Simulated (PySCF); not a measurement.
Molecule: `CC(=O)OC(C)C`, C₅H₁₀O₂.

Bonds (- single, = double, # triple, : aromatic): C1-C2, C2=O3, C2-O4, O4-C5, C5-C6, C5-C7. C1 carries H8, H9, H10; C5 carries H11; C6 carries H12, H13, H14; C7 carries H15, H16, H17.

Geometry PBE0-D3(BJ)/def2-SVP throughout; GIAO in PySCF 2.14.0 with density-fitted response routines, gas phase, one conformer, non-relativistic; equivalent atoms averaged; functional PBE0.

Question: How do the absolute shieldings σ depend on the basis set? (ppm; last column core-seconds on shared hosts with different chips, so compare them loosely)

Answer: 
| basis set | functions | C2 | C5 | C1 | C6/C7 | O3 | O4 | H11 | H8/H9/H10 | H12/H13/H14/H15/H16/H17 | core-s |
| --- | --- | --- | --- | --- | --- | --- | --- | --- | --- | --- | --- |
| STO-3G | 45 | 120.9 | 177.5 | 213.4 | 213.9 | -60.0 | 225.9 | 29.44 | 30.75 | 31.54 | 3.9 |
| pcSseg-0 | 83 | 9.2 | 126.6 | 167.3 | 168.7 | -151.9 | 104.5 | 28.05 | 30.55 | 31.47 | 12 |
| 6-31G | 83 | 34.7 | 136.4 | 176.6 | 177.2 | -103.3 | 110.5 | 27.53 | 30.49 | 31.25 | 7.8 |
| 6-31G* | 118 | 35.5 | 131.5 | 173.6 | 172.8 | -66.4 | 127.7 | 27.03 | 30.17 | 30.82 | 12 |
| cc-pVDZ | 148 | 32.4 | 131.4 | 175.9 | 174.4 | -76.2 | 122.7 | 26.55 | 29.55 | 30.22 | 27 |
| def2-SVP | 148 | 30.1 | 130.9 | 174.1 | 172.7 | -76.0 | 126.3 | 26.73 | 29.61 | 30.32 | 25 |
| pcSseg-1 | 169 | 10.8 | 117.8 | 161.9 | 161.9 | -114.3 | 94.0 | 26.58 | 29.31 | 30.10 | 40 |
| 6-311+G(2d,p) | 249 | 14.5 | 120.2 | 165.3 | 165.0 | -92.7 | 93.4 | 26.54 | 29.63 | 30.42 | 32 |
| aug-cc-pVDZ | 251 | 27.4 | 129.6 | 174.5 | 174.2 | -63.5 | 113.8 | 26.35 | 29.44 | 30.21 | 60 |
| def2-TZVP | 277 | 13.2 | 118.8 | 165.0 | 164.5 | -97.0 | 94.6 | 26.53 | 29.62 | 30.39 | 70 |

Question: Which nucleus moves most, in ppm?

Answer: O4 (ester alkoxy oxygen): from 93.4 ppm with 6-311+G(2d,p) to 225.9 ppm with STO-3G. The smallest spread is 1.44 ppm, at H12/H13/H14/H15/H16/H17. Proton shifts span only some 12 ppm, so a few tenths of a ppm matter as much there as several ppm in carbon.

Question: Taking the largest basis, def2-TZVP (277 functions), as the yardstick, rank the others by their worst heavy-atom deviation.

Answer: 6-311+G(2d,p) 4.3 ppm (249 functions), pcSseg-1 17.3 ppm (169 functions), 6-31G 21.5 ppm (83 functions), cc-pVDZ 28.1 ppm (148 functions), def2-SVP 31.6 ppm (148 functions), 6-31G* 33.1 ppm (118 functions), aug-cc-pVDZ 33.5 ppm (251 functions), pcSseg-0 54.9 ppm (83 functions), STO-3G 131.3 ppm (45 functions).

A small basis that lands close on one nucleus may do so by chance; judge by the trend and by all nuclei.
